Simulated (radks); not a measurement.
The numbers below are computed, except where a source is named.
Problem. Ionisation of the zinc ion Zn+, [Ar] 3d10 4s1, to [Ar] 3d10 as the strength of local exchange is varied. Code: a radial shooting solver on a logarithmic mesh with Libxc functionals. Model: non-relativistic Kohn-Sham, Slater X-alpha exchange (alpha = 2/3 is LDA exchange), no correlation, spin-polarised, spherical densities, point nucleus; open shells are filled with parallel spins first.

| alpha | E(Zn+) (hartree) | exchange (hartree) | IE (eV) | -e of the level emptied (eV) | <r> of it (bohr) |
|---|---|---|---|---|---|
| 0.589 | -1766.01211 | -57.40801 | 17.063 | 12.956 (4s) | 2.487 |
| 0.653 | -1772.26184 | -63.88751 | 17.608 | 13.526 (4s) | 2.454 |
| 0.682 | -1775.10154 | -66.83896 | 17.858 | 13.788 (4s) | 2.439 |
| 0.759 | -1782.66496 | -74.72214 | 18.527 | 14.496 (4s) | 2.401 |
| 0.954 | -1801.97157 | -94.98709 | 20.266 | 16.358 (4s) | 2.309 |
| 0.965 | -1803.06716 | -96.14304 | 20.366 | 16.466 (4s) | 2.304 |
| 1.013 | -1807.85599 | -101.20311 | 20.805 | 16.941 (4s) | 2.283 |
| x | -1773.63212 | -65.31115 | 17.729 | 13.652 (4s) | 2.447 |

Which alpha was used in the last row?

Solution. alpha = 0.667. NIST Atomic Spectra Database: 17.964 eV (measured). The Delta-SCF value meets it near alpha = 0.69.
